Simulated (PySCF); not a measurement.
FGeH₅OSi, SMILES F[SiH2][O][GeH3].

Geometry: PBE0-D3(BJ)/def2-SVP. This is a generated structure with no PubChem entry under its InChIKey; it may be hypothetical. One conformer was computed; it need not be the lowest.

Two levels are set side by side: TDA-PBE/def2-SVPD (PySCF) and TDA-B3LYP/def2-SVPD (PySCF). Vertical, same geometry. The lowest singlet is HOMO→LUMO 99 % with PBE and HOMO→LUMO 96 % with the other functional; states are paired by order. Differences are taken from unrounded values.

```csv
quantity,TDA-B3LYP
lowest singlet excitation (eV),6.97
lowest triplet excitation (TDA) (eV),6.61
first bright state (f over 0.05) (eV),8.67
its oscillator strength,0.06
```

Problem. What does TDA-PBE give, and how far is it from TDA-B3LYP? (An estimate is asked for; the answer gives what the named calculation found.)

Solution. 
| quantity | TDA-PBE | TDA-PBE minus TDA-B3LYP |
|---|---|---|
| lowest singlet excitation (eV) | 6.32 | -0.65 |
| lowest triplet excitation (TDA) (eV) | 6.02 | -0.59 |
| first bright state (f over 0.05) (eV) | 7.87 | -0.80 |
| its oscillator strength | 0.05 | -0.01 |

A lower first singlet is the usual sign of a functional without exact exchange. Differences between two approximate levels are no errors against the true value.

Rough cost on one machine, each run with all the roots and properties that it gave: TDA-B3LYP against TDA-PBE about 2 times.
